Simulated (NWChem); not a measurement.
Species: CH$_{5}$FO$_{2}$Si; SMILES OC[Si@H](O)F

```xyz
10

O     -0.0067    -2.1778     0.0148
C     -0.8490    -1.0659    -0.2135
Si     0.0008     0.4984     0.3641
O     -0.7585     1.8054    -0.2967
F      1.5180     0.3639    -0.2290
H      0.8346    -2.0000    -0.4216
H     -1.1543    -0.9638    -1.2756
H     -1.7810    -1.2331     0.3511
H      0.1614     0.6338     1.8365
H     -0.5175     2.6844     0.0089
```
Atoms are numbered in this order, from 1.

Results from NWChem. Pople sets run with spherical d functions. All runs use the structure optimised with PBE0/def2-SVP. B3LYP is NWChem's, with the RPA form of VWN correlation. Vertical excitations in the gas phase.

Q: What does the run give for B3LYP/6-31+G*, full TDDFT? Quantities: lowest excitation, singlet (eV); oscillator strength of that lowest state; lowest state with f > 0.02, singlet (eV); oscillator strength of that bright state; orbital gap (eV).

A: The lowest excitation, singlet (eV) is 6.14. The oscillator strength of that lowest state is 0.006 and the lowest state with f > 0.02, singlet (eV) is 6.88. The oscillator strength of that bright state comes out as 0.029 and the orbital gap (eV) is 6.99.
